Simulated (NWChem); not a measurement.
System: C₄H₄F₂; SMILES C=CC=C(F)F

Input file for NWChem:

```
start job
memory heap 200 mb stack 900 mb global 1100 mb
geometry units angstroms
  C     -2.750868    -0.575948     0.488712
  C     -1.600643    -0.316726    -0.122746
  C     -0.361437    -0.099414     0.589376
  C      0.791568     0.159856    -0.010740
  F      1.943423     0.363245     0.620282
  F      0.980936     0.257250    -1.321751
  H     -2.818674    -0.638087     1.562094
  H     -3.660669    -0.734175    -0.062329
  H     -1.547727    -0.257323    -1.200890
  H     -0.365924    -0.149027     1.666961
end
basis spherical
  * library def2-svp
end
dft
  xc pbe0
  iterations 150
end
driver
  maxiter 120
end
task dft optimize
task dft freq
```

Output (shortened):

```
             Northwest Computational Chemistry Package (NWChem) 7.3.0
             --------------------------------------------------------

 CS  symmetry detected

                             Geometry "geometry" -> ""
                             -------------------------

 Output coordinates in angstroms (scale by  1.889725989 to convert to a.u.)

  No.       Tag          Charge          X              Y              Z
 ---- ---------------- ---------- -------------- -------------- --------------
    1 C                    6.0000     0.16766602    -2.71996849     0.00000000
    2 C                    6.0000    -0.31349599    -1.48199531     0.00000000
    3 C                    6.0000     0.53099838    -0.30862281     0.00000000
    4 C                    6.0000     0.06141843     0.93084294     0.00000000
    5 F                    9.0000     0.81566238     2.02511980     0.00000000
    6 F                    9.0000    -1.22107539     1.27624892     0.00000000
    7 H                    1.0000     1.22731039    -2.91429205     0.00000000
    8 H                    1.0000    -0.48039644    -3.57812632     0.00000000
    9 H                    1.0000    -1.37951608    -1.30220525     0.00000000
   10 H                    1.0000     1.60179811    -0.43923280     0.00000000

 Effective nuclear repulsion energy (a.u.)     218.0708554239

      Symmetry information
      --------------------

 Group name             Cs
 Group number              2
 Group order               2
 No. of unique centers    10

                                Z-matrix (autoz)
                                --------

 Units are Angstrom for bonds and degrees for angles

[...]

      ----------------------
      Optimization converged
      ----------------------

  Step       Energy      Delta E   Gmax     Grms     Xrms     Xmax
  ---- ---------------- -------- -------- -------- -------- --------
@    5    -353.82801326 -1.1D-07  0.00003  0.00001  0.00018  0.00064
                                     ok       ok       ok       ok

                                Z-matrix (autoz)
                                --------

 Units are Angstrom for bonds and degrees for angles

[...]

 Rotational Constants
 --------------------
 A=   0.328047 cm-1  (  0.471976 K)
 B=   0.065139 cm-1  (  0.093719 K)
 C=   0.054348 cm-1  (  0.078192 K)

 Temperature                      =   298.15K
 frequency scaling parameter      =   1.0000

 Zero-Point correction to Energy  =   44.474 kcal/mol  (  0.070874 au)
 Thermal correction to Energy     =   48.150 kcal/mol  (  0.076732 au)
 Thermal correction to Enthalpy   =   48.742 kcal/mol  (  0.077675 au)

 Total Entropy                    =   76.721 cal/mol-K
   - Translational                =   39.387 cal/mol-K (mol. weight =  90.0281)
   - Rotational                   =   26.720 cal/mol-K (symmetry #  =        1)
   - Vibrational                  =   10.614 cal/mol-K

 Cv (constant volume heat capacity) =   20.099 cal/mol-K
   - Translational                  =    2.979 cal/mol-K
   - Rotational                     =    2.979 cal/mol-K
   - Vibrational                    =   14.140 cal/mol-K

[normal modes left out]

 ----------------------------------------------------------------------------
 Normal Eigenvalue ||           Projected Infra Red Intensities
  Mode   [cm**-1]  || [atomic units] [(debye/angs)**2] [(KM/mol)] [arbitrary]
 ------ ---------- || -------------- ----------------- ---------- -----------
    1       -0.000 ||    0.000001           0.000         0.001       0.000
    2       -0.000 ||    0.000119           0.003         0.116       0.037
    3        0.000 ||    0.000009           0.000         0.009       0.003
    4        0.000 ||    0.000054           0.001         0.052       0.017
    5        0.000 ||    0.000030           0.001         0.030       0.009
    6        0.000 ||    0.000057           0.001         0.055       0.018
    7      139.438 ||    0.000019           0.000         0.019       0.006
    8      173.310 ||    0.001965           0.045         1.915       0.610
    9      234.627 ||    0.000299           0.007         0.291       0.093
   10      389.645 ||    0.000051           0.001         0.050       0.016
   11      493.098 ||    0.009445           0.218         9.208       2.934
   12      619.246 ||    0.004955           0.114         4.830       1.539
   13      621.237 ||    0.000745           0.017         0.726       0.231
   14      684.000 ||    0.012948           0.299        12.622       4.021
   15      860.869 ||    0.009077           0.209         8.849       2.819
   16      917.293 ||    0.026302           0.607        25.641       8.169
   17      928.039 ||    0.053462           1.233        52.117      16.604
   18     1014.656 ||    0.075996           1.753        74.085      23.603
   19     1033.989 ||    0.018971           0.438        18.494       5.892
   20     1209.900 ||    0.001986           0.046         1.936       0.617
   21     1241.938 ||    0.071657           1.653        69.855      22.255
   22     1309.457 ||    0.026033           0.601        25.378       8.085
   23     1400.299 ||    0.154298           3.560       150.417      47.921
   24     1447.812 ||    0.065820           1.519        64.164      20.442
   25     1715.623 ||    0.002859           0.066         2.787       0.888
   26     1822.079 ||    0.414097           9.554       403.682     128.608
   27     3168.165 ||    0.003009           0.069         2.933       0.935
   28     3191.587 ||    0.002256           0.052         2.199       0.701
   29     3233.886 ||    0.005095           0.118         4.967       1.582
   30     3274.960 ||    0.004336           0.100         4.226       1.346
 ----------------------------------------------------------------------------
```

Level: PBE0/def2-SVP.
